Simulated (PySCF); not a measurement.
## Bi₃N at several levels of theory

All levels use the PBE0 minimum (singlet; Bi–Bi 2.917 Å (×3), N–Bi 2.287 Å (×3); Bi–Bi–Bi 60.0° (×3), Bi–Bi–N 50.4° (×6), Bi–N–Bi 79.3° (×3)), basis [N def2-SVP, Bi def2-SVP with ECP60], scalar-relativistic core potentials, density fitting, no spin–orbit coupling, PySCF. For vertical energies the ionised species is a doublet (spins chosen at PBE0 and kept) and the electron-attached one a doublet. Atomisation goes to high-spin ground-configuration atoms, without zero-point energy. Open shells are unrestricted, also as the reference of the correlated levels. A dash marks a value that was not computed or is not defined at that level.

| level | atomisation (kJ/mol) | vertical IP (eV) | vertical EA (eV) | −ε(HOMO) (eV) | gap (eV) | dipole (D) |
| --- | --- | --- | --- | --- | --- | --- |
| PBE0 | ? | ? | ? | ? | ? | ? |
| HF | -207 | 6.14 | -0.27 | 7.45 | 8.26 | 2.58 |
| MP2 | – | 8.54 | -0.51 | – | – | – |
| PBE | 830 | 7.54 | 0.08 | 5.07 | 2.79 | 1.73 |
| B3LYP | 699 | 7.57 | 0.14 | 5.69 | 3.82 | 1.96 |
| r2SCAN | – | ? | ? | ? | ? | ? |
| TPSSh | 737 | 7.57 | 0.11 | 5.44 | 3.44 | 1.87 |
| wB97X | 745 | 7.44 | 0.12 | 7.66 | 7.64 | 2.18 |
| BHandHLYP | 518 | 7.33 | 0.11 | 6.52 | 5.48 | 2.24 |

(1) Fill in the row of PBE0.

(2) Fill in the row of r2SCAN.

## Answers

(1) atomisation (kJ/mol) 675, vertical IP (eV) 7.60, vertical EA (eV) 0.18, −ε(HOMO) (eV) 5.90, gap (eV) 4.19, dipole (D) 1.98.

(2) vertical IP (eV) 7.65, vertical EA (eV) 0.19, −ε(HOMO) (eV) 5.31, gap (eV) 3.07, dipole (D) 1.88.

Spin contamination in at least one species weakens the values at: HF, MP2.

Without diffuse functions attachment energies tend to come out too low.

Spin–orbit coupling, left out here, can matter for elements this heavy.
